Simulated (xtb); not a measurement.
hydrogen isocyanide (CHN), singlet, geometry from GFN2-xTB; GFN2-xTB (xtb).

Input for xtb:
```
$ xtb mol.xyz --gfn 2 --ohess --json

# file mol.xyz
3

C     -0.00000000    -0.00000000    -0.73320915
N      0.00000000     0.00000000     0.42522810
H      0.00000000     0.00000000     1.42265821
```

The log (banner, timings and long lists left out):

```
   ID    Z sym.   atoms
    1    6 C      1
    2    7 N      2
    3    1 H      3

           -------------------------------------------------
          |                Calculation Setup                |
           -------------------------------------------------

           -------------------------------------------------
          |                 G F N 2 - x T B                 |
           -------------------------------------------------

          ...................................................
          :                      SETUP                      :
          :.................................................:
          :  # basis functions                   9          :
          :  # atomic orbitals                   9          :
          :  # shells                            5          :
          :  # electrons                        10          :
          :  max. iterations                   250          :
          :  Hamiltonian                  GFN2-xTB          :
          :  restarted?                      false          :
          :  GBSA solvation                  false          :
          :  PC potential                    false          :
          :  electronic temp.          300.0000000     K    :
          :  accuracy                    1.0000000          :
          :  -> integral cutoff          0.2500000E+02      :
          :  -> integral neglect         0.1000000E-07      :
          :  -> SCF convergence          0.1000000E-05 Eh   :
          :  -> wf. convergence          0.1000000E-03 e    :
          :  Broyden damping             0.4000000          :
          :  net charge                          0          :
          :  unpaired electrons                  0          :
          ...................................................

 iter      E             dE          RMSdq      gap      omega  full diag
   1     -5.4559917 -0.545599E+01  0.117E+01    6.19       0.0  T
   2     -5.4850083 -0.290166E-01  0.953E+00    5.23       1.0  T
   3     -5.5845908 -0.995825E-01  0.493E+00    5.58       1.0  T
   4     -5.5789123  0.567852E-02  0.152E+00    5.79       1.0  T
   5     -5.5854476 -0.653530E-02  0.548E-01    5.74       1.0  T
   6     -5.5844568  0.990822E-03  0.693E-01    5.83       1.0  T
   7     -5.5857750 -0.131827E-02  0.881E-02    5.79       1.0  T
   8     -5.5857943 -0.192090E-04  0.126E-02    5.80       4.6  T
   9     -5.5857947 -0.412646E-06  0.291E-03    5.80      19.8  T
[...]
         :: total energy              -5.472159871015 Eh    ::
 * total energy  :    -5.4721599 Eh     change       -0.1400844E-09 Eh
   *** GEOMETRY OPTIMIZATION CONVERGED AFTER 1 ITERATIONS ***
         :: total energy              -5.472159871155 Eh    ::
[...]
          :  rotational number                       1      :
          :  scaling factor                  1.0000000      :
          :  rotor cutoff                   50.0000000 cm⁻¹ :
          :  imag. cutoff                  -20.0000000 cm⁻¹ :
          :.................................................:

    mode    ω/cm⁻¹     T·S(HO)/kcal·mol⁻¹    T·S(FR)/kcal·mol⁻¹   T·S(vib)
   ------------------------------------------------------------------------
   ------------------------------------------------------------------------

   temp. (K)  partition function   enthalpy   heat capacity  entropy
                                   cal/mol     cal/K/mol   cal/K/mol   J/K/mol
 298.15  VIB   1.12                  205.370      2.097      0.922
         ROT   135.                  592.502      1.987     11.730
         INT   151.                  797.872      4.084     12.653
         TR   0.136E+27             1481.254      4.968     35.802
         TOT                        2279.1257     9.0521    48.4544   202.7331

       T/K    H(0)-H(T)+PV         H(T)/Eh          T*S/Eh         G(T)/Eh
   ------------------------------------------------------------------------
    298.15    0.363202E-02    0.193817E-01    0.230222E-01   -0.364051E-02
   ------------------------------------------------------------------------

         :::::::::::::::::::::::::::::::::::::::::::::::::::::
         ::                  THERMODYNAMIC                  ::
         :::::::::::::::::::::::::::::::::::::::::::::::::::::
         :: total free energy          -5.475800382621 Eh   ::
         ::.................................................::
         :: total energy               -5.472159871155 Eh   ::
         :: zero point energy           0.015749709467 Eh   ::
         :: G(RRHO) w/o ZPVE           -0.019390220933 Eh   ::
         :: G(RRHO) contrib.           -0.003640511466 Eh   ::
         :::::::::::::::::::::::::::::::::::::::::::::::::::::

optimized geometry written to: xtbopt.xyz

           -------------------------------------------------
          | TOTAL ENERGY               -5.472159871155 Eh   |
          | TOTAL ENTHALPY             -5.452778143765 Eh   |
          | TOTAL FREE ENERGY          -5.475800382621 Eh   |
          | GRADIENT NORM               0.000180517322 Eh/α |
          | HOMO-LUMO GAP               5.799209458528 eV   |
           -------------------------------------------------

normal termination of xtb
```
